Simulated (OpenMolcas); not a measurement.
**Mn: effect of the basis set**

| Property | Result |
| --- | --- |
| Program | OpenMolcas 26.06 |
| Method | SS-CASPT2, IPEA 0.25 Eh, imaginary shift 0.1 Eh (closed shells correlated: 3s 3p) |
| Active space | 7 electrons in 6 orbitals (3d 4s) |
| State averaging | 2S+1 = 6 even, 6 roots; 2S+1 = 4 even, 43 roots kept (CI in the orbitals of an earlier block); 2S+1 = 2 even, 11 roots kept (CI in the orbitals of an earlier block, 0 in the spin-orbit step) |
| Spin-orbit coupling | RASSI with atomic mean-field integrals over the reference wave functions, term energies averaged over their components |

A. ANO-R1 [5s3p3d1f], X2C, finite nucleus; CASPT2 step of the order of 13 core-seconds
B. ANO-RCC-VTZP [6s5p3d2f1g], DKH2, point nucleus; CASPT2 step about 15 core-seconds
C. ANO-R2 [7s4p4d2f1g], X2C, finite nucleus; CASPT2 step of the order of 20 core-seconds
D. ANO-RCC-VQZP [7s6p4d3f2g1h], DKH2, point nucleus; CASPT2 step about 30 core-seconds
E. ANO-R3 [8s5p5d3f2g1h], X2C, finite nucleus; CASPT2 step roughly 80 core-seconds

Energies in cm-1 above 3d5 4s2 6S 5/2, the measured ground level; measured values from NIST Handbook of Basic Atomic Spectroscopic Data.

| Level | A | B | C | D | E | Measured |
| --- | --- | --- | --- | --- | --- | --- |
| 3d5 4s2 6S 5/2 | 0.0 | 0.0 | 0.0 | 0.0 | 0.0 | 0.0 |
| 3d6 4s 6D 9/2 | 25370 | 27190 | 25520 | 25640 | 24740 | 17052 |
| 3d6 4s 6D 7/2 | 25630 | 27450 | 25780 | 25900 | 25000 | 17282 |
| 3d6 4s 6D 5/2 | 25820 | 27640 | 25970 | 26090 | 25190 | 17452 |
| 3d6 4s 6D 3/2 | 25950 | 27770 | 26100 | 26220 | 25320 | 17568 |
| 3d6 4s 6D 1/2 | 26030 | 27840 | 26180 | 26300 | 25400 | 17637 |

Deviations, from unrounded energies. A percentage is the sum of absolute deviations over the sum of measured energies, with the sign that they share, or ± where signs differ.

| Against measurement | Levels | A | B | C | D | E |
| --- | --- | --- | --- | --- | --- | --- |
| mean absolute deviation (cm-1) | 5 | 8400 | 10000 | 8500 | 8600 | 7700 |
| other configurations (%) | 5 | +48.1 | +58.5 | +48.9 | +49.6 | +44.4 |

E lies closest to measurement on these levels and B furthest from it. The largest miss of E in the table is 3d6 4s 6D 1/2, by +7800 cm-1. The ranking rests on the paired levels alone, and a cruder setting can come out closer through cancelling errors.

Among A to E the level of the table that moves most is 3d6 4s 6D 9/2, by 2400 cm-1 (lowest in E, highest in B). Moves below CASPT2's spread within the term are not significant.

Term energies are means over components that CASPT2 splits; among the terms shown or strongly mixed into the levels shown the widest spread is 190 cm-1 (3d6 4s 6D, D). Over all roots computed the reference weight is 0.86 to 0.92 in A, 0.82 to 0.90 in B, 0.83 to 0.90 in C, 0.82 to 0.90 in D, 0.83 to 0.90 in E; the roots of lowest weight are the least certain, and an intruder state may touch them. Some high roots are left out of the spin-orbit mixing, which shifts the levels that they would mix with. A single d shell beside an s shell can misplace configurations of different d count against each other. Computed and measured levels are paired by configuration, term and J; levels that our copy of the source lacks, or whose pairing is in doubt (as where it misses far off the trend of its configuration), stay unpaired and out of the deviations. Only configurations of the active space appear. Levels that lie high or do not pair safely by name in every column are left out.
